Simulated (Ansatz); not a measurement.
Geometry optimisation, RKS CAM-B3LYP/STO-3G in Ansatz 0.2.0.

input.yaml

```yaml
crystal:
  periodic: [false, false, false]
  atoms:
    - { symbol: Si, position_ang: [0.0, 0.0, 0.0] }
    - { symbol: H, position_ang: [0.0, 0.0, 1.46] }
    - { symbol: "N", position_ang: [1.7163, 0.0, -0.6061] }
    - { symbol: H, position_ang: [2.2145, -0.918, -0.7868] }
    - { symbol: H, position_ang: [2.2175, 0.918, -0.7783] }
    - { symbol: "N", position_ang: [-0.8572, 1.4851, -0.6061] }
    - { symbol: H, position_ang: [-1.8773, 1.43, -0.8888] }
    - { symbol: H, position_ang: [-0.3367, 2.4058, -0.6766] }
    - { symbol: O, position_ang: [-0.7913, -1.3709, -0.5594] }
    - { symbol: C, position_ang: [-1.5365, -2.2685, 0.2501] }
    - { symbol: H, position_ang: [-1.2251, -2.1576, 1.3097] }
    - { symbol: H, position_ang: [-2.6187, -2.04, 0.1571] }
    - { symbol: H, position_ang: [-1.349, -3.3106, -0.083] }
basis:
  gaussian: { orbitals: STO-3G }
hamiltonian:
  xc: cam_b3lyp
relax:
  f_tol: 0.02
  max_steps: 40
```

Launched with:

```bash
$ ansatz run input.yaml --threads 1 --pin off --max-ram 2048MiB --backend cpu --events-out ev --progress --plain --runs-dir out
```

Q: Where does it end, and by what steps?

A: It converged. Limits of this set-up: minimal basis. After 39 steps the energy has fallen by 1.026 eV; H8 moved furthest, 1.57 Å.

| step | energy less start (eV) | largest force component (eV/Å) | accepted |
| --- | --- | --- | --- |
| 0 | 0.0000 | 2.097 | yes |
| 2 | -0.7040 | 0.472 | yes |
| 4 | -0.7640 | 1.136 | yes |
| 6 | -0.8556 | 0.185 | yes |
| 8 | -0.9183 | 0.188 | yes |
| 10 | -0.9108 | 1.118 | no |
| 12 | -0.9378 | 0.211 | yes |
| 14 | -0.9441 | 0.222 | yes |
| 16 | -0.9535 | 0.068 | yes |
| 18 | -0.9610 | 0.042 | yes |
| 20 | -0.9628 | 0.366 | yes |
| 22 | -0.9659 | 0.122 | yes |
| 24 | -0.9715 | 0.248 | yes |
| 26 | -0.9823 | 0.128 | yes |
| 28 | -0.9960 | 0.249 | yes |
| 30 | -1.0106 | 0.121 | yes |
| 32 | -1.0176 | 0.245 | yes |
| 34 | -1.0239 | 0.085 | yes |
| 36 | -1.0245 | 0.208 | no |
| 38 | -1.0252 | 0.055 | no |
| 39 | -1.0255 | 0.020 | yes |

```xyz
13
Properties=species:S:1:pos:R:3
Si 0.141 -0.070 0.151
H 0.226 -0.043 1.590
N 1.700 0.360 -0.489
H 2.511 -0.007 0.045
H 1.858 0.121 -1.487
N -1.139 1.012 -0.310
H -1.165 1.907 0.215
H -1.188 1.251 -1.320
O -0.229 -1.610 -0.481
C -1.523 -2.077 -0.019
H -1.536 -2.305 1.068
H -2.341 -1.354 -0.214
H -1.758 -3.013 -0.557
```

Time of the run: 110 s on 1 thread of Arm Neoverse V2, with other jobs on the host, peak memory 0.14 GiB.
